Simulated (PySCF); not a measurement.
Spectrum to structure. The calculation used PySCF, TDDFT B3LYP/def2-SVPD, vertical, gas phase, core orbitals frozen in the response. Geometries: GFN2-xTB, one conformer each.

```tsv
state	E (eV)	λ (nm)	f
S1	6.21	199.7	0.0007
S2	6.49	191.1	0.0033
S3	6.58	188.5	0.041
S4	6.78	182.9	0.0094
S5	6.92	179.2	0.210
S6	7.27	170.5	0.0071
S7	7.36	168.4	0.0028
S8	7.39	167.8	0.0081
```

Triplets computed (Tamm–Dancoff): 4.41, 5.85, 6.29 eV.

Question: Which candidate is it?
A. `C=C[SiH2]O[Si@H](N)O`
B. `N#Cc1ccn([SiH3])c1`
C. `[Si@]1(COC)(C=CO1)O`

Answer: A. Its S1, at 6.21 eV, is the highest among the candidates; the nearest of the others has S1 at 5.37 eV. S1 is HOMO→LUMO (81%), HOMO-2→LUMO (14%). Löwdin shares by element: HOMO nitrogen 61%, hydrogen 12% or more, silicon 10% or more (atoms not listed hold the other 17%); LUMO carbon 68%, silicon 9% or more, hydrogen 6% or more (atoms not listed hold the other 17%). At the same level the other candidates give, for their lowest levels:
- `COC[Si@]1(O)C=CO1`: 5.29 eV (f 0.021); 5.66 eV (f 0.023); 5.70 eV (f 0.008); 5.91 eV (f 0.033); 6.01 eV (f 0.027); T1 3.84 eV; HOMO -6.58, LUMO -0.49 eV
- `N#Cc1ccn([SiH3])c1`: 5.37 eV (f 0.000); 5.69 eV (f 0.041); 5.90 eV (f 0.067); 6.06 eV (f 0.000); 6.14 eV (f 0.001); T1 4.01 eV; HOMO -6.80, LUMO -0.73 eV
